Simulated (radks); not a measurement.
Spherical quantum dot in the effective-mass picture: electrons in a parabolic well V = omega^2 r^2 / 2 with omega = 0.61, with a point charge +1 (a donor) at the centre, all in effective atomic units (hartree* = m*/eps^2 hartree, bohr* = eps/m* bohr), one dielectric constant everywhere. Method: non-relativistic Kohn-Sham, PBEsol, spin-polarised, spherical densities; computed with a radial shooting solver with Libxc functionals. Levels are named by radial order and angular momentum (1s, 1p, 1d, 2s, ...), and open shells are averaged over m. Results are scaled to m* = 0.199 and eps = 6.3, for which hartree* = 136.4 meV and bohr* = 1.675 nm. Each electron was tried in the lowest free levels, single moves between levels near the top were tried too, and the lowest total energy was kept; such a search can miss a lower state. At N = 1 the Hartree and exchange-correlation terms need not cancel, so that row can carry a self-interaction error.

| N | open shells | 2S | mu = E(N) - E(N-1) (meV) | addition energy mu(N+1) - mu(N) (meV) | rms radius (nm) |
|---|---|---|---|---|---|
| 1 | 1s(up 1, down 0) | 1 | -20.094 | 106.4 | 1.963 |
| 2 | none | 0 | 86.334 | 173.9 | 2.211 |
| 3 | 1p(up 1, down 0) | 1 | 260.25 | 50.92 | 2.744 |
| 4 | 1p(up 2, down 0) | 2 | 311.18 | 51.56 | 3.040 |
| 5 | 1p(up 3, down 0) | 3 | 362.74 | 65.17 | 3.253 |
| 6 | 1p(up 3, down 1) | 2 | 427.91 | 44.82 | 3.439 |
| 7 | 1p(up 3, down 2) | 1 | 472.72 | 45.43 | 3.595 |
| 8 | none | 0 | 518.15 | 83.80 | 3.733 |
| 9 | 2s(up 1, down 0) | 1 | 601.94 | 47.81 | 3.906 |
| 10 | none | 0 | 649.76 | 50.99 | 4.057 |
| 11 | 1d(up 1, down 0) | 1 | 700.74 | 38.33 | 4.193 |
| 12 | 1d(up 2, down 0) | 2 | 739.08 | 37.98 | 4.316 |
| 13 | 1d(up 3, down 0) | 3 | 777.05 | 37.55 | 4.429 |
| 14 | 1d(up 4, down 0) | 4 | 814.60 | 37.09 | 4.532 |
| 15 | 1d(up 5, down 0) | 5 | 851.69 | 45.78 | 4.630 |
| 16 | 1d(up 5, down 1) | 4 | 897.47 | 35.04 | 4.724 |
| 17 | 1d(up 5, down 2) | 3 | 932.51 | 34.83 | 4.813 |
| 18 | 1d(up 5, down 3) | 2 | 967.33 | 34.55 | 4.897 |
| 19 | 1d(up 5, down 4) | 1 | 1001.9 | 34.23 | 4.977 |
| 20 | none | 0 | 1036.1 | 77.63 | 5.055 |
| 21 | 1f(up 1, down 0) | 1 | 1113.7 | 31.82 | 5.143 |
| 22 | 1f(up 2, down 0) | 2 | 1145.6 | 31.62 | 5.226 |
| 23 | 1f(up 3, down 0) | 3 | 1177.2 | 31.40 | 5.306 |
| 24 | 1f(up 4, down 0) | 4 | 1208.6 | 31.17 | 5.382 |
| 25 | 1f(up 5, down 0) | 5 | 1239.8 | 30.93 | 5.455 |
| 26 | 1f(up 6, down 0) | 6 | 1270.7 | 30.70 | 5.525 |
| 27 | 1f(up 7, down 0) | 7 | 1301.4 | 38.28 | 5.592 |
| 28 | 1f(up 7, down 1) | 6 | 1339.7 | 29.62 | 5.659 |
| 29 | 1f(up 7, down 2) | 5 | 1369.3 | 29.48 | 5.723 |
| 30 | 1f(up 7, down 3) | 4 | 1398.8 | 29.32 | 5.785 |
| 31 | 1f(up 7, down 4) | 3 | 1428.1 | 29.15 | 5.846 |
| 32 | 1f(up 7, down 5) | 2 | 1457.2 | 28.98 | 5.904 |
| 33 | 1f(up 7, down 6) | 1 | 1486.2 | - | 5.962 |

All shells are closed at N = 2, 8, 10, 20 (there: 1s2 1p6 1d10 2s2); the second difference of the energy has clear peaks (12 % above both neighbours; the first and last values, which can be the largest, are not judged, and half-filled shells can peak too) at N = 2, 5, 8, 15, 20, 27.
